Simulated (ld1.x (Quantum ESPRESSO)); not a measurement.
## Varying the TM potential for magnesium

Base potential:

```
Element                 : Mg (Z = 12)
Generator               : ld1.x (Quantum ESPRESSO) 7.5
Type                    : norm-conserving Troullier–Martins (Kleinman–Bylander form)
Functional              : PBE
Relativity              : scalar-relativistic
Frozen core             : [Ne]
Valence charge          : 2
Reference configuration : 3s2 3p0
Partial waves           : 3s (bound): rc 1.75 bohr; 3d channel at 0.1 Ry: rc 2.90 bohr; 3p (bound, empty): rc 3.40 bohr
Local potential         : the p channel
Core correction         : Bessel-smoothed model core inside 1.15 bohr
```

All-electron outer shells of the reference configuration (PBE, scalar-relativistic, ld1.x):

```
shell  level (eV)  outermost node (bohr)  outermost maximum (bohr)
   2s      -79.85                   0.18                      0.54
   2p      -46.61                      –                      0.48
   3s       -4.70                   0.90                      2.56
   3p       -1.33                   0.96                      3.46
```

Cutoffs, loose and tight: the cutoffs (Ry, on a coarse ladder) from which the occupation-weighted sum of valence levels, in a spherical-Bessel basis at the reference potential, stays within 10 and 1 mRy of its value at 400 Ry. They do not see the model core or the augmentation charge, which bear on the density cutoff. Test errors are all-electron minus pseudo excitation energies from the reference, over the configurations 3s1 3p0; 3s1.5 3p0; 3s1 3p1; 3s0 3p2; 3s0 3p1. A dash means not determined; rows that change the core or the reference have their own tests.

A true bound ghost makes a file unfit for plane-wave use even where its test errors are small: the radial tests pick states by their node count and pass the ghost by.

```tsv
change	outcome	cutoff, loose	cutoff, tight	bound ghosts	largest test error (meV)
base	generated	8 Ry	30 Ry	none	-10
wave 3s (bound): rc 1.75 bohr becomes 3s (bound): rc 1.14 bohr	generated	180 Ry	230 Ry	s	-55
wave 3s (bound): rc 1.75 bohr becomes 3s (bound): rc 1.42 bohr	generated	40 Ry	100 Ry	s	-26
wave 3s (bound): rc 1.75 bohr becomes 3s (bound): rc 1.80 bohr	generated	8 Ry	25 Ry	none	-9.7
wave 3s (bound): rc 1.75 bohr becomes 3s (bound): rc 1.96 bohr	generated	8 Ry	18 Ry	none	-8.3
wave 3s (bound): rc 1.75 bohr becomes 3s (bound): rc 2.14 bohr	generated	8 Ry	18 Ry	none	-8.0
wave 3s (bound): rc 1.75 bohr becomes 3s (bound): rc 2.30 bohr	generated	6 Ry	18 Ry	none	-9.2
wave 3s (bound): rc 1.75 bohr becomes 3s (bound): rc 2.50 bohr	generated	6 Ry	18 Ry	none	-13
wave 3s (bound): rc 1.75 bohr becomes 3s (bound): rc 2.58 bohr	generated	6 Ry	15 Ry	none	-15
```

Q: What comes out with this change to the base: wave 3s (bound): rc 1.75 bohr becomes 3s (bound): rc 1.66 bohr?

A: outcome: generated; cutoff, loose: 18 Ry; cutoff, tight: 45 Ry; bound ghosts: none; largest test error (meV): -12.

Q: What comes out with this change to the base: wave 3s (bound): rc 1.75 bohr becomes 3s (bound): rc 1.26 bohr?

A: outcome: generated; cutoff, loose: 110 Ry; cutoff, tight: 160 Ry; bound ghosts: s; largest test error (meV): -41.

Reading the sweep of the s radius (base included, trends over the rows without a ghost): The loose cutoff falls from 18 Ry at 1.66 to 6 Ry at 2.58 bohr. A larger radius leaves more room for a smooth pseudo-wave, so fewer plane waves are needed; a smaller one forces it to follow the all-electron wave where it bends sharply. The median size of the test errors (rows with all tests solved) rises from 3.1 meV at 1.66 to 4.2 meV at 2.58 bohr. More of the atom is replaced by a form fitted at one configuration, so other configurations suffer as the radius grows. Bound ghosts are found at 1.14, 1.26, 1.42 bohr.
